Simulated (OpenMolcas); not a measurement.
Computed levels of 5d⁶ in ions with 74 electrons, in cm-1 above ⁵D₄.

| Property | Result |
| --- | --- |
| Program | OpenMolcas |
| Method | MS-CASPT2, IPEA 0.25 Eh, imaginary shift 0.1 Eh |
| Basis | ANO-RCC-VTZP |
| Scalar Hamiltonian | DKH2, point nucleus |
| Spin-orbit coupling | RASSI with atomic mean-field integrals over the reference wave functions, term energies averaged over their components |

Active space for each ion: 6 electrons in 5 orbitals (5d); closed shells correlated by CASPT2: 5s 5p.

```csv
Level,Os2+,Pt4+,Au5+
⁵D₃,4540,7720,9950
⁵D₁,7050,11170,13840
⁵D₀,7390,11300,13520
³H₅,17170,35090,40980
³H₆,17540,22680,25590
³F₂(1),20610,26960,30600
¹S₀(1),22840,31610,36550
³D₁,24430,32820,37550
³G₅,25350,22120,24960
```

Task: Estimate ⁵D₀, ³H₅, ³H₆ for Ir3+ from its neighbours Os2+ and Pt4+.

Result: ⁵D₀ is fine structure, which grows about as the fourth power of a screened charge, so the fourth roots are averaged: ((7390^0.25 + 11300^0.25) / 2)^4 = 9190. The calculation gives 9340, so the estimate is off by -1.6 %.
³H₅ is another term, which grows about linearly with the charge: (17170 + 35090) / 2 = 26130. The calculation gives 30100, so the estimate is off by -13.2 %.
³H₆ is another term, which grows about linearly with the charge: (17540 + 22680) / 2 = 20110. The calculation gives 20070, so the estimate is off by +0.2 %.

Mixed levels, with the weight of the term that names them: Os2+ ³H₅ (50 %), Os2+ ¹S₀(1) (60 %), Os2+ ³D₁ (70 %), Os2+ ³G₅ (50 %), Ir3+ ³H₅ (51 %), Ir3+ ³F₂(1) (71 %), Ir3+ ¹S₀(1) (60 %), Ir3+ ³D₁ (72 %), Ir3+ ³G₅ (51 %), Pt4+ ⁵D₀ (74 %), Pt4+ ³H₅ (52 %), Pt4+ ³F₂(1) (66 %), Pt4+ ¹S₀(1) (60 %), Pt4+ ³D₁ (71 %), Pt4+ ³G₅ (52 %), Au5+ ⁵D₄ (75 %), Au5+ ⁵D₀ (68 %), Au5+ ³H₅ (53 %), Au5+ ³F₂(1) (58 %), Au5+ ¹S₀(1) (59 %), Au5+ ³D₁ (70 %), Au5+ ³G₅ (53 %).

CASPT2 does not keep the components of a term degenerate, so their means are used; among the terms shown or strongly mixed into the levels shown the widest spread is 1600 cm-1 (5d⁶ ¹I, Au5+). Terms from blocks run as CI alone lack orbitals of their own. Configurations with an s electron lie low in 5d ions of this charge, fall among these levels and mix in, so low-spin terms can stand far too high, up to twice their true height, and weights are not those of the real levels (holds for Os2+). The CASPT2 spread within a term exceeds the gap to the next term for 5d⁶ ³D and 5d⁶ ¹I, so the order of their levels is uncertain (holds for Pt4+; Au5+). Levels of configurations outside the active space are missing.

A number in round brackets counts repeated terms of one configuration in the order of the reference energies.
